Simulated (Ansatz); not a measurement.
Question: Name a neutral molecule of C, Ge, Si and H with HOMO–LUMO gap (PBE/def2-TZVPP) between 6.10 and 6.40 eV and HOMO energy (ωB97M-V/def2-TZVPP) between -10.10 and -9.80 eV (Ansatz, PBE0-D4/def2-TZVP geometry).

Answer: `[SiH3]C[CH2][GeH3]` (6.34 eV, -9.99 eV). Other molecules can fit too; these were computed, each in one conformer that needn't be the lowest.
